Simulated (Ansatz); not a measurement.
# The dipole moment down a group: C to Sn

One atom is swapped for its congeners: C5H8 `C#CC(C)C`; C4H8Ge `C#[C][GeH]([CH3])[CH3]`; C4H8Sn `C#[C][SnH]([CH3])[CH3]`. The Si member is missing. All are singlets with charge 0.

Shapes, held fixed at every level: PBE0-D4/def2-TZVP. Programs: Ansatz 0.2.0. Values in D.

| level | C5H8 | C4H8Ge | C4H8Sn |
| --- | --- | --- | --- |
| PBE-D4/def2-TZVPP | 0.80 | 0.89 | 1.12 |
| r2SCAN-D4/def2-TZVPP | 0.82 | 0.88 | 1.11 |
| B3LYP-D4/def2-TZVPP | 0.78 | 0.85 | 1.10 |
| wB97M-V/def2-TZVPP | 0.75 | 0.81 | 1.05 |

At wB97M-V/def2-TZVPP the dipole moment rises at every step, from 0.75 to 1.05 D. Every level shows the same order. For atoms past krypton def2 sets carry core potentials with scalar relativity. Relativity is left out for Ge unless named. Magnitudes only: a dipole under 1 D may point either way.
